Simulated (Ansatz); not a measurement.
```yaml
crystal:
  periodic: [false, false, false]
  atoms:
    - {symbol: N, position_ang: [-1.796638, 0.293877, -0.648576]}
    - {symbol: Ga, position_ang: [-0.122108, -0.124795, -0.049070]}
    - {symbol: N, position_ang: [0.206186, -1.921393, 0.007575]}
    - {symbol: Ga, position_ang: [1.529340, 1.565123, 0.616543]}
    - {symbol: H, position_ang: [-2.447780, -0.384400, -1.007459]}
    - {symbol: H, position_ang: [-2.098117, 1.231954, -0.845448]}
    - {symbol: H, position_ang: [1.031898, -2.323006, 0.415674]}
    - {symbol: H, position_ang: [-0.490930, -2.623239, -0.177573]}
    - {symbol: H, position_ang: [2.565947, 2.173775, -0.404755]}
    - {symbol: H, position_ang: [1.622213, 2.112114, 2.093089]}
basis:
  gaussian: {orbitals: def2-TZVPD, final_grid: {core_spheres: 5, valence_spheres: 4, degree: 11}, point_charges: [{charge: 0.50, position_ang: [5.471, 0.853, -0.907]}]}
hamiltonian: {xc: {name: CCSD(T)}}
output: {forces: true}
```

```sh
$ ansatz run in.yaml --threads 4 --pin off --events-out ev --progress --plain --max-ram 10444MiB
```

Shortened log:

```
Error: YAML parse error: error: line 16 column 19: hamiltonian.xc: no functional is named "CCSD(T)"; the names, which are not case-sensitive, are SVWN5, SPW92, PBE, PBE0, PBEsol, revPBE, revPBE0, RPBE, rPW86-PBE, HSE06, wPBEh, LC-wPBE, HISS, HF, BLYP, B3LYP, B3LYP5, BHLYP, CAM-B3LYP, r2SCAN, r2SCANh, r2SCAN0, r2SCAN50, m-r2SCAN, B97, wB97, wB97X, wB97X-V, B97M-V, wB97M-V, B2PLYP, B2GP-PLYP, PBE0-DH, PBE-QIDH
14 | basis:
15 |   gaussian: {orbitals: def2-TZVPD, final_grid: {core_spheres: 5, valence_spheres: 4…
16 | hamiltonian: {xc: {name: CCSD(T)}}
17 | output: {forces: true}
```

In this input the method's name isn't one that the program takes here. The input was rejected before any iteration.
